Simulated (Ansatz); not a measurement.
BNH5O2F, closed shell: a relaxation.

The input file, in.yaml:

```yaml
crystal:
  periodic: [false, false, false]
  atoms:
    - {symbol: B, position_ang: [-0.445364, 0.031676, -0.068914]}
    - {symbol: N, position_ang: [1.172596, -0.190173, -0.052527]}
    - {symbol: O, position_ang: [-0.922305, -0.491911, -1.268771]}
    - {symbol: O, position_ang: [-0.901441, 1.297124, 0.332735]}
    - {symbol: H, position_ang: [0.988723, -0.736502, 0.675889]}
    - {symbol: F, position_ang: [-0.527929, -0.917889, 1.202387]}
    - {symbol: H, position_ang: [1.734624, 0.630765, 0.144122]}
    - {symbol: H, position_ang: [1.537479, -0.697922, -0.862225]}
    - {symbol: H, position_ang: [-1.862532, -0.307196, -1.362833]}
    - {symbol: H, position_ang: [-0.773951, 1.382129, 1.260237]}
basis:
  gaussian: {orbitals: def2-TZVP}
hamiltonian: {xc: pbe0, dispersion: d4}
relax: {f_tol: 0.005, max_steps: 200}
```

Run by:

```bash
ansatz run in.yaml --threads 4 --pin off --events-out ev --progress --plain --max-ram 9574MiB
```

Output of Ansatz 0.2.0:

```
Functional definition: PBE0
  name "PBE0"
  cite "Adamo & Barone, J. Chem. Phys. 110, 6158 (1999) doi:10.1063/1.478522"
  cite "Perdew, Burke & Ernzerhof, Phys. Rev. Lett. 77, 3865 (1996) doi:10.1103/PhysRevLett.77.3865"
  parent pbe
  parameter a = 0.25
  parameter kappa = 0.804
  parameter beta = 0.06672455060314922
  exchange = (1 - a)*pbe_x(kappa = kappa, mu = beta*pi^2/3) + a*exact_x
  correlation = pbe_c(beta = beta)
1002 factors; their error is unknown
mean field evaluation 1: about -9046.0258 eV, gradient 8.4e1 eV
mean field evaluation 2: about -9037.4197 eV, gradient 1.1e2 eV
mean field evaluation 4: about -9057.0183 eV, gradient 4.4e0 eV
mean field evaluation 8: about -9057.0497 eV, gradient 3.8e-2 eV
mean field evaluation 16: about -9057.0658 eV, gradient 1.7e-4 eV
mean field -9057.06584984 eV, -332.8410308818 hartree, gradient 1.8e-5 eV, S^2 0.000000; 0 other end points of the search recorded, 0 dependent functions left out
the calculation of the forces begins
reference -9057.06587861 eV, -332.8410319392 hartree; 21, 21 occupied and 164, 164 virtual orbitals, 1002 factors
relax step   1: F+E_penalty+E_count = -9057.18906635 eV  Δ(F+E_penalty+E_count) = +0.000e0 eV  max|allowed force component| = 4.980e0 eV/Å  Δτ_max = 0.0000 Å  (28 SCF iters, accepted)
relax step   2: F+E_penalty+E_count = -9057.65646733 eV  Δ(F+E_penalty+E_count) = -4.674e-1 eV  max|allowed force component| = 1.085e0 eV/Å  Δτ_max = 0.1056 Å  (31 SCF iters, accepted)
relax step   3: F+E_penalty+E_count = -9057.95187356 eV  Δ(F+E_penalty+E_count) = -2.954e-1 eV  max|allowed force component| = 7.348e-1 eV/Å  Δτ_max = 0.2000 Å  (36 SCF iters, accepted)
relax step   4: F+E_penalty+E_count = -9058.07143960 eV  Δ(F+E_penalty+E_count) = -1.196e-1 eV  max|allowed force component| = 7.879e-1 eV/Å  Δτ_max = 0.1950 Å  (29 SCF iters, accepted)
relax step   5: F+E_penalty+E_count = -9058.05773646 eV  Δ(F+E_penalty+E_count) = +1.370e-2 eV  max|allowed force component| = 4.575e-1 eV/Å  Δτ_max = 0.1998 Å  (36 SCF iters, rejected (line search))
relax step   6: F+E_penalty+E_count = -9058.10955085 eV  Δ(F+E_penalty+E_count) = -3.811e-2 eV  max|allowed force component| = 3.663e-1 eV/Å  Δτ_max = 0.0974 Å  (31 SCF iters, accepted)
relax step   7: F+E_penalty+E_count = -9058.11857160 eV  Δ(F+E_penalty+E_count) = -9.021e-3 eV  max|allowed force component| = 1.168e-1 eV/Å  Δτ_max = 0.0999 Å  (30 SCF iters, accepted)
relax step   8: F+E_penalty+E_count = -9058.12662919 eV  Δ(F+E_penalty+E_count) = -8.058e-3 eV  max|allowed force component| = 1.221e-1 eV/Å  Δτ_max = 0.1500 Å  (28 SCF iters, accepted)
relax step   9: F+E_penalty+E_count = -9058.13807221 eV  Δ(F+E_penalty+E_count) = -1.144e-2 eV  max|allowed force component| = 1.813e-1 eV/Å  Δτ_max = 0.1999 Å  (27 SCF iters, accepted)
relax step  10: F+E_penalty+E_count = -9058.08170754 eV  Δ(F+E_penalty+E_count) = +5.636e-2 eV  max|allowed force component| = 1.202e0 eV/Å  Δτ_max = 0.1951 Å  (27 SCF iters, rejected (line search))
relax step  11: F+E_penalty+E_count = -9058.14449111 eV  Δ(F+E_penalty+E_count) = -6.419e-3 eV  max|allowed force component| = 1.074e-1 eV/Å  Δτ_max = 0.0966 Å  (30 SCF iters, accepted)
relax step  12: F+E_penalty+E_count = -9058.14971936 eV  Δ(F+E_penalty+E_count) = -5.228e-3 eV  max|allowed force component| = 5.287e-2 eV/Å  Δτ_max = 0.0971 Å  (30 SCF iters, accepted)
relax step  13: F+E_penalty+E_count = -9058.14576462 eV  Δ(F+E_penalty+E_count) = +3.955e-3 eV  max|allowed force component| = 3.827e-1 eV/Å  Δτ_max = 0.1094 Å  (29 SCF iters, rejected (line search))
relax step  14: F+E_penalty+E_count = -9058.14994032 eV  Δ(F+E_penalty+E_count) = -2.210e-4 eV  max|allowed force component| = 1.586e-1 eV/Å  Δτ_max = 0.0547 Å  (30 SCF iters, accepted)
relax step  15: F+E_penalty+E_count = -9058.15197605 eV  Δ(F+E_penalty+E_count) = -2.036e-3 eV  max|allowed force component| = 1.686e-2 eV/Å  Δτ_max = 0.0413 Å  (30 SCF iters, accepted)
relax step  16: F+E_penalty+E_count = -9058.15222471 eV  Δ(F+E_penalty+E_count) = -2.487e-4 eV  max|allowed force component| = 7.441e-3 eV/Å  Δτ_max = 0.0194 Å  (31 SCF iters, accepted)
relax step  17: F+E_penalty+E_count = -9058.15232629 eV  Δ(F+E_penalty+E_count) = -1.016e-4 eV  max|allowed force component| = 2.553e-2 eV/Å  Δτ_max = 0.0267 Å  (31 SCF iters, accepted)
relax step  18: F+E_penalty+E_count = -9058.15235105 eV  Δ(F+E_penalty+E_count) = -2.476e-5 eV  max|allowed force component| = 1.052e-2 eV/Å  Δτ_max = 0.0012 Å  (33 SCF iters, accepted)
relax step  19: F+E_penalty+E_count = -9058.15236193 eV  Δ(F+E_penalty+E_count) = -1.089e-5 eV  max|allowed force component| = 1.337e-3 eV/Å  Δτ_max = 0.0028 Å  (31 SCF iters, accepted)
Total energy: -9058.15239146 eV, -332.8809605499 hartree
Atom 0 at    -0.513565    -0.095885     0.076938 Å, force    -0.001337     0.000423     0.000592 eV/Å
Atom 1 at     1.172165    -0.253943    -0.040994 Å, force    -0.000096    -0.000351     0.000777 eV/Å
Atom 2 at    -0.916484    -0.396741    -1.245703 Å, force     0.000397     0.000607     0.000719 eV/Å
Atom 3 at    -0.775875     1.232573     0.505037 Å, force     0.000513    -0.000625    -0.000486 eV/Å
Atom 4 at     1.615589    -0.228659     0.870515 Å, force     0.000592     0.000270    -0.000195 eV/Å
Atom 5 at    -0.814659    -1.063008     1.038363 Å, force     0.000249    -0.000256    -0.000455 eV/Å
Atom 6 at     1.530207     0.505454    -0.609574 Å, force    -0.000004     0.000181    -0.000503 eV/Å
Atom 7 at     1.391522    -1.134541    -0.495385 Å, force    -0.000353    -0.000047    -0.000072 eV/Å
Atom 8 at    -1.621929     0.191154    -1.516684 Å, force     0.000205    -0.000161    -0.000282 eV/Å
Atom 9 at    -1.067070     1.243696     1.417587 Å, force    -0.000167    -0.000040    -0.000095 eV/Å
Dipole moment:     0.847363     0.154859     0.061005 e Å

[the SCF lines of later steps are left out]
```

The lines “mean field evaluation” count trial sets of orbitals through the whole run, from several starts and some on an approximate energy, so they need not fall steadily or lie above the final value.

Hardware: 4 CPU threads of an Arm Neoverse V1, shared host. Wall time about 42 s.
